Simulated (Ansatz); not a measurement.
One change: `FC(F)(F)C1=CC(C(F)(F)F)=[O+][Al-]([Cl])([Cl])[O]1` becomes `[OH][Al-]1([Cl])[O]C(C(F)(F)F)=CC(C(F)(F)F)=[O+]1`.

Ansatz, PBE0-D4/def2-TZVP geometries, multiplicity 1. Each molecule was computed in one conformer, which needn't be the lowest.

```json
{"property": "HOMO–LUMO gap (PBE0/def2-TZVPP) / eV", "`FC(F)(F)C1=CC(C(F)(F)F)=[O+][Al-]([Cl])([Cl])[O]1`": "4.92"}
{"property": "size of the dipole moment (B3LYP/def2-TZVPP) / D", "`FC(F)(F)C1=CC(C(F)(F)F)=[O+][Al-]([Cl])([Cl])[O]1`": "3.85"}
{"property": "HOMO energy (PBE0/def2-TZVPP) / eV", "`FC(F)(F)C1=CC(C(F)(F)F)=[O+][Al-]([Cl])([Cl])[O]1`": "-8.91"}
{"property": "LUMO energy (PBE/def2-TZVPP) / eV", "`FC(F)(F)C1=CC(C(F)(F)F)=[O+][Al-]([Cl])([Cl])[O]1`": "-4.72"}
{"property": "LUMO energy (ωB97M-V/def2-TZVPP) / eV", "`FC(F)(F)C1=CC(C(F)(F)F)=[O+][Al-]([Cl])([Cl])[O]1`": "-1.87"}
{"property": "HOMO–LUMO gap (ωB97M-V/def2-TZVPP) / eV", "`FC(F)(F)C1=CC(C(F)(F)F)=[O+][Al-]([Cl])([Cl])[O]1`": "9.22"}
```

Give the same properties after the change, and the shifts. (Estimate.)

The calculation gave: 
```csv
property,`[OH][Al-]1([Cl])[O]C(C(F)(F)F)=CC(C(F)(F)F)=[O+]1`,shift
HOMO–LUMO gap (PBE0/def2-TZVPP) / eV,5.00,0.08
size of the dipole moment (B3LYP/def2-TZVPP) / D,4.20,0.35
HOMO energy (PBE0/def2-TZVPP) / eV,-8.81,0.10
LUMO energy (PBE/def2-TZVPP) / eV,-4.54,0.18
LUMO energy (ωB97M-V/def2-TZVPP) / eV,-1.69,0.18
HOMO–LUMO gap (ωB97M-V/def2-TZVPP) / eV,9.30,0.08
```

With PBE0 the HOMO rises by 0.10 eV and the LUMO rises by 0.18 eV, so the gap widens by about 0.08 eV. PBE moves the HOMO by 0.13 eV and ωB97M-V by 0.10 eV. Dipoles are sizes alone; their direction can turn.

B3LYP here is the variant with VWN-RPA as its local correlation; programs differ in this.
